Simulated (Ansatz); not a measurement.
`[SiH3][SiH2]I` + `C=C(O)Cl` → `C=C(Cl)O[SiH3]` + `[SiH3]I`  (cleavage of the Si–Si bond)

Gas-phase electronic energies from Ansatz, PBE0-D4/def2-TZVP geometries. CBS: MP2 limit from def2 TZ/QZ plus the TZ coupled-cluster correction, frozen cores. DFT in def2-TZVPP. def2 core potentials past Kr. For I outer-core shells are correlated without core-valence functions, which leaves a few kJ/mol of doubt a bond. One conformer a species, not always the lowest.

```
         level  ΔE (kcal/mol)
       ωB97M-V          -20.1
MP2/def2-TZVPP          -21.2
```

(1) What does CCSD(T)/CBS give? (An estimate is asked.)

Largest T1 diagnostic among the species: 0.012.

Answers

(1) Computed: -19.3 kcal/mol. The listed levels differ from it by -0.8, -1.9 kcal/mol.

In def2-TZVPP, CCSD(T) changes the Hartree–Fock value by +4.4 kcal/mol (the triples alone add +0.5 kcal/mol) and MP2 by +2.7 kcal/mol. From PBE to PBE0 (25 % exact exchange), in def2-TZVPP and without D4, ΔE moves by −1.3 kcal/mol.
